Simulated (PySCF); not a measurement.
## Adding and removing an electron: MgBi

PBE0; basis Mg def2-SVP, Bi def2-SVP with ECP60; scalar-relativistic core potentials; PySCF 2.14. Neutral (UKS): quartet (σ ↑, π ↑↑), Re = 2.961 Å, ωe = 183 cm⁻¹, De = 0.55 eV, HOMO -4.74 eV, LUMO -2.66 eV.

MgBi⁺ (UKS): triplet (π ↑↑), Re = 2.838 Å, ωe = 223 cm⁻¹. The energies at the minima are -414.52327 hartree for MgBi and -414.28616 for MgBi⁺.

Problem. Work out the adiabatic ionisation energy, without and with harmonic zero-point energies (1 hartree = 27.2114 eV, 1 eV = 8065.5 cm⁻¹), and the change of the bond length.

Solution. At PBE0: 0.23711 hartree = 6.452 eV between the minima; the zero-point term (223.0 − 183.0)/2 cm⁻¹ = +0.002 eV makes it 6.455 eV. Re changes by -12.3 pm against the neutral. The electron leaves a σ orbital, and the shorter bond of the ion fits an antibonding orbital, or a change in how ionic the bond is.

Spin–orbit coupling is left out, which matters for elements this heavy, above all for dissociation energies. States were picked by a PBE0 search and need not be the measured ground states.
